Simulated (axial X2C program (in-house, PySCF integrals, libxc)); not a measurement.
ZrSn: from the spin-free to the two-component result

All values were computed with an axial X2C code built on PySCF integrals. Spin-free means the one-electron spin-free X2C Hamiltonian; two-component (2c) means X2C with spin–orbit coupling and atomic mean-field two-electron Coulomb and Gaunt terms, so the difference of the two also holds small scalar two-electron terms. Basis: Sn dyall-cv3z [11s12p9d4f1g], Zr dyall-cv3z [11s12p9d6f3g] (cores contracted in-house); Gaussian nuclei, density fitting, unrestricted open shells. Masses: Sn 119.902 u, Zr 89.905 u.

Spin-free state: M_S = 2, Λ = 2 (beyond evenly filled blocks: σα, π+α, π-α, δ+α); fragments Sn + Zr.

```json
{"level": "PBE0", "Re (Å)": "2.772", "ωe (cm⁻¹)": "211.6", "De (eV)": "2.357", "μ (D)": "3.30"}
{"level": "HF", "Re (Å)": "2.861", "ωe (cm⁻¹)": "170.2", "De (eV)": "n/a", "μ (D)": "5.75"}
{"level": "CCSD", "Re (Å)": "2.835", "ωe (cm⁻¹)": "195.4", "De (eV)": "1.703", "μ (D)": "n/a"}
{"level": "CCSD(T)", "Re (Å)": "2.840", "ωe (cm⁻¹)": "197.2", "De (eV)": "1.894", "μ (D)": "n/a"}
```

Correlated methods: 8 electrons correlated (number of frozen shells: Sn 4 s, 3 p, 2 d; Zr 4 s, 3 p, 1 d), 370 virtual spin orbitals or spinors in MP2, 90 natural virtuals in coupled cluster.

Dipoles are positive if Zr is the positive end.

Two-component determinant lowest at the distance of the search:

Ω = 4 (⟨Sz⟩ = 2.00, ⟨Lz⟩ = 2.00 at HF); fragments Sn + Zr.

```json
{"level": "PBE0", "Re (Å)": "2.772", "ωe (cm⁻¹)": "210.2", "μ (D)": "3.27"}
{"level": "HF", "Re (Å)": "2.863", "ωe (cm⁻¹)": "168.7", "μ (D)": "5.70"}
{"level": "CCSD", "Re (Å)": "2.835", "ωe (cm⁻¹)": "195.8", "μ (D)": "n/a"}
{"level": "CCSD(T)", "Re (Å)": "2.840", "ωe (cm⁻¹)": "197.9", "μ (D)": "n/a"}
```

From the two tables, how do the constants change at the CCSD(T) level (2c against spin-free)?

At the CCSD(T) level Re is unchanged within 0.001 Å and ωe goes up by 0.7 cm⁻¹.

One determinant describes the state; a PBE0 search over occupations chose it and may have missed a lower one. Dissociation energies refer to the lowest single-determinant-based atoms at the same level and basis. De is not given where an atomic determinant may have missed its ground term or J level, or where the truncated virtual space spoils (T). Density functionals use the spin component along the axis (collinear). CCSD and (T) use frozen natural virtuals with an MP2 correction for the truncation; (T) itself is uncorrected, so its De runs slightly low. PBE0 can misorder states that lie within some tenths of an eV, so this need not be the ground state of the molecule. The nearest other spin-free determinant of the search, M_S = 1, Λ = 1, lies 0.45 eV up at the distance of the search. The functionals have no current-density term, which raises determinants with orbital currents, atoms included. With several unpaired electrons one determinant need not be a pure state. The outer-core s and p shells of the metal are frozen in the correlated rows, which leaves out core–valence correlation; for alkali and alkaline-earth bonds that tends to lengthen them. Open-shell Ω = 0 determinants with evenly filled partner blocks cannot be reached by this program, so the Ω shown need not be the lowest component. The T1 diagnostic is large, a sign of multireference character. With the outer-core shells frozen, correlated bond lengths of heavy atoms tend to come out a few hundredths of an ångström too long.
